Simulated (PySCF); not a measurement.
## SbO, CCSD: how much the basis matters

PySCF, UHF reference; doublet, unpaired electrons π ↑; De to Sb + O without counterpoise correction. Frozen cores follow the default of each basis and core potential.

```
             basis                           relativity  functions  Re (Å)  ωe (cm⁻¹)  De (eV)  frozen orbitals
cc-pVDZ-PP/cc-pVDZ  scalar-relativistic core potentials         37   1.851        818     2.52                5
        x2c-SVPall                        spin-free X2C         50   1.845        836     2.65               19
        def2-TZVPP  scalar-relativistic core potentials         81   1.807        884     3.37                5
       def2-TZVPPD  scalar-relativistic core potentials         96   1.808        881     3.45                5
```

Question: How does each smaller set differ from the one with most functions, def2-TZVPPD?

Answer: cc-pVDZ-PP/cc-pVDZ: +4.3 pm, -7.2 % in ωe, -0.93 eV in De; x2c-SVPall: +3.7 pm, -5.1 % in ωe, -0.80 eV in De; def2-TZVPP: -0.1 pm, +0.3 % in ωe, -0.08 eV in De. All at CCSD; the set with most functions is neither the basis-set limit nor always the best. The rows treat relativity differently, so the differences are not basis effects alone.

Correlated steps freeze the inner cores (5 to 19 orbitals); shallow outer-core shells are correlated. Correlated levels converge slowly with the basis: in double zeta they bind strong bonds too weakly, by up to about 1 eV, and carry superposition errors of some tenths. Spin–orbit coupling is left out, which matters for elements this heavy, above all for dissociation energies. The state is the lowest determinant that a PBE0 search found; another state may lie lower at other levels.
